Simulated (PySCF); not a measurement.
Excitations are Tamm–Dancoff values on a coarser integration grid. The basis has no diffuse functions, so Rydberg states are missing or too high.

Cartesian coordinates (Å):
```xyz
13

C     -1.8764    -0.5508    -0.1553
Al    -0.0004     0.0010     0.0039
C      1.4023    -1.3510     0.2353
C      0.4736     1.9031    -0.0761
H     -2.0315    -1.6159     0.0301
H     -2.5162     0.0074     0.5354
H     -2.2560    -0.3351    -1.1603
H      1.2283    -1.9445     1.1391
H      1.4006    -2.0625    -0.5974
H      2.4061    -0.9266     0.3059
H      1.2103     2.0931    -0.8635
H      0.9425     2.2258     0.8598
H     -0.3831     2.5558    -0.2570
```
Charge 0, multiplicity 1.

Q: Give the brightest of the four lowest singlets (TDA), T1 excitation (TDA), S1–T1 gap (TDA), HOMO–LUMO gap, dipole moment, HOMO, total energy and S1 excitation (TDA) at the level ωB97X-D3(BJ)/def2-TZVP // B3LYP-D3(BJ)/def2-TZVP in PySCF.

A: 
The brightest of the four lowest singlets (TDA) comes out as 7.27 eV and the T1 excitation (TDA) is 5.74 eV. The S1–T1 gap (TDA) is 0.26 eV. The HOMO–LUMO gap is 11.49 eV and the dipole moment is 0.00 D. The HOMO is -10.00 eV and the total energy comes out as -362.3388 Ha. The S1 excitation (TDA) comes out as 5.99 eV.
